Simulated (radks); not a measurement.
Valence configurations of Ta (all share [Xe]). All-electron calculation, scalar-relativistic Kohn-Sham, PBEsol, spin-polarised, spherical densities, finite nucleus; open shells are filled with parallel spins first (spin-orbit coupling, left out, can overturn this in heavy ions); Fermi nuclear charge, rms radius 5.3507 fm. Program: a radial shooting solver on a logarithmic mesh with Libxc functionals. Energies are relative to 4f14 5d3 6s2; eigenvalues in eV for spin up.

| valence | E (eV) | moment (Bohr magnetons) | e(4f) | e(5d) | e(6p) | e(6s) |
|---|---|---|---|---|---|---|
| 4f14 5d3 6s2 | 0.000 | 3 | -24.596 | -4.244 | - | -5.915 |
| 4f14 5d4 6s1 | 0.147 | 5 | -22.554 | -3.306 | - | -5.590 |
| 4f14 5d3 6s1 6p1 | 2.612 | 5 | -25.901 | -5.560 | -2.457 | -7.089 |
| 4f14 5d2 6s2 6p1 | 3.354 | 3 | -28.393 | -6.724 | -2.664 | -7.501 |
| 4f14 5d2 6s1 6p2 | 6.412 | 5 | -29.579 | -7.912 | -3.397 | -8.532 |
| 4f14 5d3 6p2 | 7.317 | 5 | -27.310 | -6.681 | -3.089 | - |
| 4f13.5 5d3 6s2 6p0.5 | 12.701 | 4 | -30.873 | -6.184 | -2.159 | -6.895 |
| 4f13 5d4 6s2 | 23.365 | 5 | -33.386 | -5.485 | - | -6.169 |
| 4f13 5d3 6s2 6p1 | 28.079 | 5 | -37.478 | -8.258 | -2.727 | -7.872 |
| 4f12 5d3 6s2 6p2 | 67.445 | 7 | -51.511 | -12.708 | -3.812 | -9.796 |

NIST lists [Xe] 4f14 5d3 6s2 as the ground configuration; this level of theory agrees among the configurations tried. The energies are those of spherical high-spin densities, not of single terms.
